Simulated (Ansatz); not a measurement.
Ansatz (a first-principles code) input:

Ansatz 0.2 input:
```yaml
crystal:
  periodic: [false, false, false]
  atoms:
    - {symbol: Ga, position_ang: [-0.00000000, -0.00000000, -0.05278277]}
    - {symbol: H, position_ang: [0.00000000, 0.00000000, 1.63626580]}
basis:
  gaussian:
    orbitals: aug-cc-pVDZ
magnetization: {spin_polarized: false}
correlation: {method: ccsd_t, electrons: outside_noble_gas}
output: {forces: true}
```

### Question
Predict the final energy.

### Answer
-1923.84128 Eh (CCSD(T)/aug-cc-pVDZ). The basis has 45 functions.
